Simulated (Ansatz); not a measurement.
Cartesian coordinates in Å:
```
F 2.135 -0.684 0.120
Si 0.624 -1.014 -0.292
Si -0.716 0.846 0.208
Cl -0.048 2.468 -0.852
Cl -0.605 1.243 2.215
H 0.172 -2.199 0.480
H 0.583 -1.305 -1.747
H -2.145 0.646 -0.131
```

Total charge 0; spin multiplicity 1.

List the ωB97M-V/def2-TZVPP orbital energies in eV (the Gaussian-basis code of Ansatz). (An estimate is asked.)

Ansatz gave: Occupied: -2772.29, -2772.29, -1809.01, -1808.30, -677.73, -262.70, -262.70, -200.17, -200.17, -200.05, -200.05, -200.04, -200.04, -149.92, -149.29, -104.08, -104.04, -103.98, -103.44, -103.38, -103.37, -36.27, -26.58, -25.90, -19.12, -17.58, -15.66, -15.62, -15.30, -14.05, -14.00, -13.09, -12.44, -12.05, -11.95, -11.69, -10.36. Lowest empty: 0.53, 1.27, 1.99, 2.75, 3.21, 3.46, 3.96, 5.16.
